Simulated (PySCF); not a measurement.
# H₂OSi, SMILES `O[SiH]` (H–O–Si–H torsion 0°) (charge 0, multiplicity 1)

Calculation: PBE0-D3(BJ)/def2-TZVP (PySCF).

- HOMO: -6.63 eV
- dipole moment: 1.64 D
- HOMO–LUMO gap: 4.57 eV
- LUMO: -2.06 eV
- total energy: -365.7414 Ha
- cost: roughly 5 core-seconds

```xyz
4

O     -0.9013     0.3491    -0.0095
Si     0.6814     0.8246    -0.0070
H     -1.1026    -0.5895     0.0019
H      1.3226    -0.5842     0.0146
```
